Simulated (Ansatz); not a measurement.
Consider the formal exchange of groups at the Si–P bond: `O[SiH2]PS` + `FBBr` → `O[SiH2]B(F)Br` + `PS`.

Program: Ansatz. Geometries: PBE0-D4/def2-TZVP. ΔE: electronic, gas phase. CCSD(T)/CBS is the MP2 limit (def2-TZVPP, def2-QZVPP) plus CCSD(T) − MP2 in def2-TZVPP, frozen cores. This one scheme is used for every species. DFT in def2-TZVPP. HSE06 is defined as in plane-wave codes. For Br outer-core shells are correlated without core-valence functions, which leaves a few kJ/mol of doubt a bond. Scalar relativity is left out up to krypton. Each species was taken in one conformer, which may not be the lowest.

| level | ΔE (kJ/mol) |
| --- | --- |
| LDA (SPW92) | 43.6 |
| PBE-D4 | 44.7 |
| r2SCANh-D4 | 47.0 |
| HSE06-D4 | 46.3 |
| ωB97X-V | 43.7 |
| PBE0 | 44.2 |
| LC-ωPBE | 43.5 |
| RPA@PBE/def2-TZVPP | 40.7 |

What does CCSD(T)/CBS give? (Estimate.)

Ansatz gave: +46.7 kJ/mol. The listed levels differ from it by -3.1, -2.0, 0.3, -0.4, -3.0, -2.5, -3.2, -6.0 kJ/mol.

Largest T1 diagnostic among the species: 0.013.

From BLYP to BHLYP (50 % exact exchange), in def2-TZVPP and without D4, ΔE moves by +3.9 kJ/mol. The D4 term adds +4.1 kJ/mol with B3LYP and +2.2 kJ/mol with PBE0; it sums over pairs of atoms, weighted by their polarisabilities, and B3LYP, whose exchange is more repulsive, gets the larger term. Leaving LDA and LC-ωPBE aside and taking each functional with its dispersion term where it has one, the values, not all of them listed here, spread over 5.2 kJ/mol, from CAM-B3LYP-D4 to PBE-QIDH.

B3LYP here is the variant with VWN-RPA as its local correlation; programs differ in this.
